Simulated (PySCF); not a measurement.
## Platinum: a sound run and one with changed settings

Sound run: Pt [Xe] 4f14 5d9 6s1, Pt⁺ [Xe] 4f14 5d9. Calculation: PySCF 2.14, in cc-pVDZ-PP with ECP60MDF (4s4p3d1f, 38 functions); a scalar-relativistic core potential. In the sound run the correlated levels freeze 5s2 5p6 outside the core potential. The sound run starts from symmetry-adapted Hartree-Fock orbitals and uses a fine grid where one is needed.

Changed run: initial guess minao, at most 50 SCF cycles.

| species | method | sound run (hartree) | changed run (hartree) | converged |
| --- | --- | --- | --- | --- |
| Pt | UHF | -118.51262 | -118.51252 | yes |
| Pt | M06-2X | -119.26782 | -119.26575 | yes |
| Pt | TPSS | -119.34562 | -119.34604 | yes |
| Pt | MP2 | -118.75566 | -118.75562 | yes |
| Pt⁺ | UHF | -118.23418 | -118.23418 | yes |
| Pt⁺ | M06-2X | -118.94256 | -118.94032 | yes |
| Pt⁺ | TPSS | -119.00872 | -119.00872 | yes |
| Pt⁺ | MP2 | -118.43719 | -118.43719 | yes |

Ionisation energy of Pt:

```json
{"method": "UHF", "sound run (eV)": "7.577", "changed run (eV)": "7.574"}
{"method": "M06-2X", "sound run (eV)": "8.851", "changed run (eV)": "8.855"}
{"method": "TPSS", "sound run (eV)": "9.167", "changed run (eV)": "9.179"}
{"method": "MP2", "sound run (eV)": "8.666", "changed run (eV)": "8.665"}
{"method": "SCS-MP2", "sound run (eV)": "8.491", "changed run (eV)": "8.490"}
```

Where the changed run lies lower, it found another determinant of the same configuration, with other orbitals of the open shell filled.

For comparison, NIST gives 8.959 eV between the lowest levels.
